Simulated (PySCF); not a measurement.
# Potential energy of PbS along the bond

Set-up: basis Pb def2-SVP with ECP60, S def2-SVP; scalar-relativistic core potentials; PySCF 2.14. Energies in eV from Pb + S in their ground configurations at the same level. State: ¹Σ⁺ (singlet), closed shell.

All columns are PBE0. A positive dipole means Pb(−)S(+).

```
R (Å)  E (eV)  μ (D)  Mulliken charge on Pb (basis-dependent)  HOMO (eV)  LUMO (eV)  Mayer bond order  ⟨S²⟩
1.988  -2.834  -2.21                                     0.30      -7.00      -1.71              2.40  0.00
2.081  -3.744  -2.75                                     0.33      -7.11      -1.89              2.37  0.00
2.173  -4.244  -3.25                                     0.35      -7.17      -2.08              2.35  0.00
2.243  -4.420  -3.60                                     0.36      -7.05      -2.21              2.34  0.00
2.312  -4.468  -3.94                                     0.37      -6.87      -2.34              2.33  0.00
2.381  -4.418  -4.25                                     0.38      -6.70      -2.46              2.32  0.00
2.474  -4.238  -4.63                                     0.39      -6.50      -2.62              2.32  0.00
2.589  -3.889  -5.06                                     0.39      -6.29      -2.81              2.31  0.00
2.728  -3.367  -5.50                                     0.39      -6.07      -3.01              2.31  0.00
2.913  -2.605  -5.99                                     0.39      -5.83      -3.25              2.32  0.00
```

A fit through these points gives, at Re = 2.308 Å, μ = -3.92 D and dμ/dR = -4.67 D/Å; the reduced mass is 27.71 u.

**Question.** How strong is the fundamental in the double-harmonic approximation, I = 42.26·(dμ/dR)²/μred km/mol?

**Answer.** I = 42.26·(-4.67)²/27.71 = 33.3 km/mol at PBE0.

Spin–orbit coupling is left out, which matters for elements this heavy, above all for dissociation energies.
